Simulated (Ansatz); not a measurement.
Geometry optimisation, DFT PBE-D3(BJ), scalar-relativistic, plane waves, PAW (Ansatz 0.2.0).

Input file:

```yaml
crystal:
  lattice:
    - [7.67918, 0.0, 0.0]
    - [0.0, 15.358359, 0.0]
    - [0.0, 0.0, 20.614362]
  atoms:
    - { symbol: H, position: [0.409392, 0.0, 0.0485099] }
    - { symbol: H, position: [0.090608, 0.0, 0.0485099] }
    - { symbol: H, position: [0.909392, 0.0, 0.0485099] }
    - { symbol: H, position: [0.590608, 0.0, 0.0485099] }
    - { symbol: H, position: [0.409392, 0.25, 0.0485099] }
    - { symbol: H, position: [0.090608, 0.25, 0.0485099] }
    - { symbol: H, position: [0.909392, 0.25, 0.0485099] }
    - { symbol: H, position: [0.590608, 0.25, 0.0485099] }
    - { symbol: H, position: [0.409392, 0.5, 0.0485099] }
    - { symbol: H, position: [0.090608, 0.5, 0.0485099] }
    - { symbol: H, position: [0.909392, 0.5, 0.0485099] }
    - { symbol: H, position: [0.590608, 0.5, 0.0485099] }
    - { symbol: H, position: [0.409392, 0.75, 0.0485099] }
    - { symbol: H, position: [0.090608, 0.75, 0.0485099] }
    - { symbol: H, position: [0.909392, 0.75, 0.0485099] }
    - { symbol: H, position: [0.590608, 0.75, 0.0485099] }
    - { symbol: Si, position: [0.25, 0.0, 0.0904952] }
    - { symbol: Si, position: [0.75, 0.0, 0.0904952] }
    - { symbol: Si, position: [0.25, 0.25, 0.0904952] }
    - { symbol: Si, position: [0.75, 0.25, 0.0904952] }
    - { symbol: Si, position: [0.25, 0.5, 0.0904952] }
    - { symbol: Si, position: [0.75, 0.5, 0.0904952] }
    - { symbol: Si, position: [0.25, 0.75, 0.0904952] }
    - { symbol: Si, position: [0.75, 0.75, 0.0904952] }
    - { symbol: Si, position: [0.25, 0.125, 0.1563473] }
    - { symbol: Si, position: [0.75, 0.125, 0.1563473] }
    - { symbol: Si, position: [0.25, 0.375, 0.1563473] }
    - { symbol: Si, position: [0.75, 0.375, 0.1563473] }
    - { symbol: Si, position: [0.25, 0.625, 0.1563473] }
    - { symbol: Si, position: [0.75, 0.625, 0.1563473] }
    - { symbol: Si, position: [0.25, 0.875, 0.1563473] }
    - { symbol: Si, position: [0.75, 0.875, 0.1563473] }
    - { symbol: Si, position: [0.0, 0.125, 0.2221995] }
    - { symbol: Si, position: [0.5, 0.125, 0.2221995] }
    - { symbol: Si, position: [0.0, 0.375, 0.2221995] }
    - { symbol: Si, position: [0.5, 0.375, 0.2221995] }
    - { symbol: Si, position: [0.0, 0.625, 0.2221995] }
    - { symbol: Si, position: [0.5, 0.625, 0.2221995] }
    - { symbol: Si, position: [0.0, 0.875, 0.2221995] }
    - { symbol: Si, position: [0.5, 0.875, 0.2221995] }
    - { symbol: Si, position: [0.0, 0.0, 0.2880516] }
    - { symbol: Si, position: [0.5, 0.0, 0.2880516] }
    - { symbol: Si, position: [0.0, 0.25, 0.2880516] }
    - { symbol: Si, position: [0.5, 0.25, 0.2880516] }
    - { symbol: Si, position: [0.0, 0.5, 0.2880516] }
    - { symbol: Si, position: [0.5, 0.5, 0.2880516] }
    - { symbol: Si, position: [0.0, 0.75, 0.2880516] }
    - { symbol: Si, position: [0.5, 0.75, 0.2880516] }
    - { symbol: Si, position: [0.25, 0.0484534, 0.3519634] }
    - { symbol: Si, position: [0.75, 0.0484534, 0.3519634] }
    - { symbol: Si, position: [0.25, 0.2015466, 0.3344998] }
    - { symbol: Si, position: [0.75, 0.2015466, 0.3344998] }
    - { symbol: Si, position: [0.25, 0.5484534, 0.3519634] }
    - { symbol: Si, position: [0.75, 0.5484534, 0.3519634] }
    - { symbol: Si, position: [0.25, 0.7015466, 0.3344998] }
    - { symbol: Si, position: [0.75, 0.7015466, 0.3344998] }
    - { symbol: H, position: [0.25, 0.2344901, 0.400418] }
    - { symbol: H, position: [0.75, 0.2344901, 0.400418] }
    - { symbol: H, position: [0.25, 0.5155099, 0.4178816] }
    - { symbol: H, position: [0.75, 0.5155099, 0.4178816] }
    - { symbol: H, position: [0.25, 0.7344901, 0.400418] }
    - { symbol: H, position: [0.75, 0.7344901, 0.400418] }
    - { symbol: Ti, position: [0.246995, 0.7353451, 0.5338202] }
    - { symbol: Cl, position: [0.2474911, 0.8685824, 0.4987664] }
    - { symbol: Cl, position: [0.0161604, 0.6690118, 0.4987664] }
    - { symbol: Cl, position: [0.4773339, 0.6685824, 0.4987664] }
    - { symbol: Cl, position: [0.246995, 0.7353451, 0.6390866] }
basis:
  ecutwfc: 420.0
kpoints:
  mp_grid: { grid: [2, 1, 1] }
hamiltonian:
  xc: pbe
  dispersion: d3bj
  pseudopotentials: { kind: paw, azcp: { folder: soft_1 } }
scf:
  occupations: { method: gaussian, width: 0.02 }
  lower_state_search: "off"
relax:
  f_tol: 0.03
  max_steps: 60
  adjacent_minimum: "off"
  constraints:
    - { sites: [0, 1, 2, 3, 4, 5, 6, 7, 8, 9, 10, 11, 12, 13, 14, 15, 16, 17, 18, 19, 20, 21, 22, 23] }
```

Run as:

```bash
$ ansatz run input.yaml --threads 4 --pin off --max-ram 10240MiB --backend cpu --events-out ev --progress --plain --runs-dir out
```

Problem. Where does it end, and by what steps?

Solution. The run converged. Limits of this set-up: coarse k mesh, slab without dipole correction. After 5 steps the energy has fallen by 2.008 eV; Si50 moved furthest, 0.35 Å.

```json
{"step": "0", "energy less start (eV)": "0.0000", "largest force component (eV/Å)": "2.209", "accepted": "yes"}
{"step": "1", "energy less start (eV)": "-1.8120", "largest force component (eV/Å)": "0.441", "accepted": "yes"}
{"step": "2", "energy less start (eV)": "-1.9732", "largest force component (eV/Å)": "0.266", "accepted": "yes"}
{"step": "3", "energy less start (eV)": "-1.9990", "largest force component (eV/Å)": "0.115", "accepted": "yes"}
{"step": "4", "energy less start (eV)": "-2.0061", "largest force component (eV/Å)": "0.068", "accepted": "yes"}
{"step": "5", "energy less start (eV)": "-2.0078", "largest force component (eV/Å)": "0.023", "accepted": "yes"}
```

```xyz
67
Lattice="7.6792 0.0000 0.0000 0.0000 15.3584 0.0000 0.0000 0.0000 20.6144" Properties=species:S:1:pos:R:3
H 3.144 0.000 1.000
H 0.696 0.000 1.000
H 6.983 0.000 1.000
H 4.535 0.000 1.000
H 3.144 3.840 1.000
H 0.696 3.840 1.000
H 6.983 3.840 1.000
H 4.535 3.840 1.000
H 3.144 7.679 1.000
H 0.696 7.679 1.000
H 6.983 7.679 1.000
H 4.535 7.679 1.000
H 3.144 11.519 1.000
H 0.696 11.519 1.000
H 6.983 11.519 1.000
H 4.535 11.519 1.000
Si 1.920 0.000 1.866
Si 5.759 0.000 1.866
Si 1.920 3.840 1.866
Si 5.759 3.840 1.866
Si 1.920 7.679 1.866
Si 5.759 7.679 1.866
Si 1.920 11.519 1.866
Si 5.759 11.519 1.866
Si 1.920 1.920 3.180
Si 5.759 1.919 3.182
Si 1.920 5.763 3.265
Si 5.759 5.762 3.264
Si 1.920 9.598 3.152
Si 5.759 9.597 3.149
Si 1.920 13.435 3.253
Si 5.759 13.437 3.253
Si 0.002 1.931 4.490
Si 3.838 1.931 4.490
Si -0.001 5.773 4.664
Si 3.841 5.773 4.664
Si -0.002 9.588 4.450
Si 3.841 9.588 4.450
Si 0.000 13.406 4.637
Si 3.839 13.406 4.636
Si 0.005 0.033 5.899
Si 3.834 0.033 5.899
Si 0.002 3.773 5.924
Si 3.838 3.773 5.924
Si -0.005 7.778 5.933
Si 3.844 7.778 5.933
Si -0.010 11.415 5.907
Si 3.849 11.415 5.907
Si 1.920 0.781 6.942
Si 5.759 0.793 6.904
Si 1.920 3.154 7.107
Si 5.759 3.157 7.102
Si 1.920 8.388 7.137
Si 5.759 8.405 7.150
Si 1.919 10.794 7.083
Si 5.759 10.818 7.136
H 1.920 3.622 8.531
H 5.759 3.613 8.530
H 1.920 7.885 8.551
H 5.759 7.879 8.556
H 1.920 11.360 8.472
H 5.758 11.395 8.516
Ti 1.912 11.248 11.021
Cl 1.905 13.352 10.376
Cl 0.097 10.147 10.453
Cl 3.739 10.162 10.461
Cl 1.906 11.299 13.206
```

Whether the end is a true minimum wasn't checked by a vibrational analysis.

Run time: 100 s on 4 threads of Intel(R) Xeon(R) Platinum 8223CL CPU @ 3.00GHz (Skylake/Cascade Lake), with other jobs on the host, peak memory 4.5 GiB.
